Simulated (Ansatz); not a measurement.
Cartesian coordinates in Å:
```
C 1.8719 -0.0595 0.8964
N 0.4957 -0.1199 0.5599
W -1.0184 0.4971 -0.0500
N -1.5350 -0.7240 -1.4659
O -0.8099 2.0637 -0.6984
Cl -2.5351 0.5521 1.6720
H 1.9989 -0.1755 1.9775
H 2.4122 -0.8782 0.4099
H 2.3262 0.8887 0.5899
H -2.1017 -0.4270 -2.2474
H -1.1048 -1.6177 -1.6439
```

Total charge 0; spin multiplicity 1. W takes the def2 core potential.

(1) List the B3LYP/def2-TZVPP orbital energies in eV (the Gaussian-basis code of Ansatz). (An estimate is asked.)

Results:

(1) The calculation gave: Occupied: -2762.28, -520.61, -390.07, -389.88, -277.97, -257.03, -196.02, -195.94, -195.92, -82.64, -46.15, -45.87, -45.72, -24.79, -23.54, -23.38, -21.95, -17.65, -14.29, -12.60, -12.46, -12.34, -12.18, -10.89, -10.64, -10.17, -9.99, -9.18, -8.79, -8.40, -7.68, -7.36. Lowest empty: -1.57, -1.24, -0.62, -0.39, 0.00, 0.58, 1.20, 1.69.

B3LYP here is the variant with VWN-RPA as its local correlation; programs differ in this.
